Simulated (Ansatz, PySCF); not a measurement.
C2H9AlSi, SMILES [CH3][Al]([CH3])[SiH3]. Atoms are numbered in the order given.

```xyz
13

Al     0.3153    -0.3005     0.2902
C      2.1690    -0.5448    -0.2990
H      2.6362    -1.4545     0.1137
H      2.7798     0.3118     0.0437
H      2.2675    -0.5727    -1.3972
C     -0.3755    -1.1293     1.9268
H     -1.1821    -1.8458     1.6859
H     -0.8311    -0.3771     2.5949
H      0.3916    -1.6743     2.5009
Si    -1.1713     1.0959    -1.0645
H     -2.4084     1.5270    -0.3384
H     -1.6253     0.3556    -2.2882
H     -0.4896     2.3383    -1.5526
```
Charge 0, spin multiplicity 1.

Geometry optimised at ωB97X-D3(BJ)/def2-SVP. The structure was generated by enumeration; whether it is a known compound was not checked.

Vertical ionisation energy (IE) and electron affinity (EA) in eV. Rows of orbital energies are one-electron estimates. Where ΔSCF, EOM or ADC give a negative EA the extra electron is unbound and the value depends on the basis.

```tsv
level	IE	EA
−ε(HOMO), −ε(LUMO), ωB97X/def2-TZVP (PySCF)	9.40	-0.56
−ε(HOMO), −ε(LUMO), PBE/def2-TZVP (PySCF)	6.05	2.10
ΔSCF, CAM-B3LYP/def2-SVPD (Ansatz), final states of multiplicity 2 and 2	…	…
ΔSCF, PBE/def2-SVPD (Ansatz), final states of multiplicity 2 and 2	8.81	-0.08
```

Question: Complete the blanks. (An estimate is asked for; the answer gives what the named calculation found.)

Answer: 
- ΔSCF, CAM-B3LYP/def2-SVPD (Ansatz, an electronic-structure program), final states of multiplicity 2 and 2, IE: 9.19
- ΔSCF, CAM-B3LYP/def2-SVPD (Ansatz), final states of multiplicity 2 and 2, EA: -0.26

Question: What vertical singlet–triplet gap does ΔSCF give with CAM-B3LYP/def2-SVPD (Ansatz) and with PBE/def2-SVPD (Ansatz)? (Estimate from the structure and the level; the computed values follow.)

Answer: 4.10 and 3.64 eV (triplet above singlet where positive).
